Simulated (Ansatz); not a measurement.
`[OH][Ga]([SH])[O][SiH3]`, relaxed with RKS PBE0-D4/def2-TZVP in Ansatz from a GFN2-xTB geometry. The force threshold is 0.005 eV/Å; the program also tests the step.

Total charge 0; spin multiplicity 1.

Start:

```xyz
10

O     0.349    2.590    0.739
Ga   -0.648    1.248    0.255
S    -2.830    1.397    0.028
O     0.083   -0.310   -0.075
Si    0.996   -1.638   -0.317
H     1.299    2.538    0.844
H    -2.911    0.116   -0.329
H     0.040   -2.745   -0.393
H     1.906   -1.765    0.823
H     1.716   -1.431   -1.575
```

Q: How much energy does the relaxation release, and in how many steps? (An estimate is asked.)

A: Computed: 0.16 eV, in 28 steps, 3 of them rejected.

Q: Which bonds change most? (An estimate is asked.)

A: The calculation gave: O1–Ga2 from 1.741 to 1.774 Å; Si5–H9 from 1.465 to 1.495 Å; Ga2–O4 from 1.752 to 1.779 Å; Ga2–S3 from 2.199 to 2.172 Å.

Q: Give the relaxed structure. (Estimate.)

A: Ansatz gave: 
```xyz
10

O     0.418    2.072    1.100
Ga   -0.787    1.067    0.271
S    -2.826    1.763    0.000
O    -0.323   -0.535   -0.349
Si    1.028   -1.449   -0.380
H     1.283    1.659    1.159
H    -3.168    0.629   -0.636
H     0.794   -2.732    0.333
H     2.161   -0.740    0.289
H     1.420   -1.734   -1.785
```
